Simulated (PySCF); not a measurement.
Compound: C4H6F3I.
Numbering: `[CH3:1][C@@H:2]([I:3])[CH2:4][C:5]([F:6])([F:7])[F:8]` (hydrogens: H9, H10, H11 on C1; H12 on C2; H13, H14 on C4)

Method: PBE0-D3(BJ)/def2-SVP geometry optimisation, gas phase, def2 core potentials past Kr in PySCF 2.14.0; density fitting, grid level 1; the optimiser is geomeTRIC in internal coordinates, started from a GFN2-xTB structure with every atom displaced at random (about 0.01 Å).

Step 0: E = -20476.5810 eV
```
atom  x, y, z in Å  |  force x, y, z in eV/Å
C1     -1.4610   -0.5186   -0.5294   -1.331   1.790   0.091
C2     -0.7076    0.6520    0.0680    0.775  -0.754   0.648
I3     -1.9520    1.6792    1.5424    0.121  -0.067  -0.113
C4      0.6227    0.2268    0.7604   -1.736  -0.485  -0.994
C5      1.6283   -0.2933   -0.2359    1.395   0.258   0.341
F6      1.7691    0.5243   -1.2920   -0.208  -0.116   0.177
F7      1.3604   -1.5085   -0.7053   -0.273  -0.053  -0.006
F8      2.8528   -0.3729    0.3488   -0.649   0.033  -0.207
H9     -2.4243   -0.1339   -0.9378    0.385  -0.328   0.057
H10    -0.9086   -0.9494   -1.3336    0.668  -0.586  -0.853
H11    -1.7050   -1.2582    0.2139   -0.036  -0.633   0.534
H12    -0.4833    1.4193   -0.6717   -0.076   0.237  -0.217
H13     1.0224    1.0825    1.2634    0.677   0.651   0.492
H14     0.3847   -0.5644    1.4882    0.289   0.053   0.050
```

Step 1: E = -20476.6936 eV
```
atom  x, y, z in Å  |  force x, y, z in eV/Å
C1     -1.5161   -0.5157   -0.5183    0.147  -0.220  -0.107
C2     -0.7097    0.6317    0.0440   -0.069   0.103  -0.015
I3     -1.9091    1.6870    1.5425    0.022   0.000  -0.029
C4      0.5993    0.2472    0.7068    0.215   0.097   0.167
C5      1.6764   -0.2725   -0.2234   -0.534  -0.229   0.307
F6      1.9413    0.5818   -1.2084    0.130   0.097  -0.122
F7      1.3361   -1.4427   -0.7839    0.075   0.036  -0.085
F8      2.7894   -0.4805    0.4762    0.241   0.036  -0.122
H9     -2.5006   -0.1831   -0.8605   -0.136   0.067  -0.004
H10    -0.9974   -0.9478   -1.3945    0.001   0.004   0.190
H11    -1.6564   -1.3104    0.2356    0.006   0.086  -0.124
H12    -0.5405    1.4067   -0.7183    0.010  -0.023   0.053
H13     1.0524    1.1194    1.2147   -0.140  -0.187  -0.067
H14     0.4335   -0.5365    1.4670    0.031   0.134  -0.041
```

Task: Estimate the geometry and energy of step 2. (The exact step hangs on the optimiser's Hessian estimate; all steps are aligned on step 1, rigid shifts and turns removed.)

Result: E = -20476.7066 eV, largest force 0.211 eV/Å
```
atom  x, y, z in Å  |  force x, y, z in eV/Å
C1     -1.5016   -0.5184   -0.5204   -0.013  -0.002  -0.094
C2     -0.7063    0.6322    0.0558   -0.076   0.024   0.013
I3     -1.9217    1.7007    1.5268    0.018  -0.015  -0.010
C4      0.5986    0.2459    0.7291    0.121  -0.050  -0.024
C5      1.6540   -0.2770   -0.2222   -0.012  -0.111   0.019
F6      1.9009    0.5842   -1.2102   -0.028   0.168  -0.125
F7      1.3095   -1.4397   -0.7950    0.002   0.016   0.070
F8      2.8024   -0.4828    0.4237    0.001  -0.023   0.073
H9     -2.4804   -0.1827   -0.8897    0.018   0.008   0.015
H10    -0.9547   -0.9598   -1.3691   -0.005  -0.007   0.053
H11    -1.6639   -1.3069    0.2295   -0.016   0.007   0.002
H12    -0.5200    1.4031   -0.7047   -0.002   0.000   0.010
H13     1.0475    1.1146    1.2324    0.000  -0.023  -0.018
H14     0.4345   -0.5289    1.4931   -0.009   0.009   0.016
```

The energy changes by -0.0130 eV. The first-order estimate −F·Δx gives -0.0279 eV and the mean of the old and new forces, exact on a quadratic surface, -0.0133 eV. The step makes an angle of 75° with the force vector and moves no atom by more than 0.054 Å.

What follows is the cost of the whole optimisation. Time: 2.0 min of wall time; peak memory 0.63 GiB. Hardware: Arm Neoverse V1, one thread, shared host.
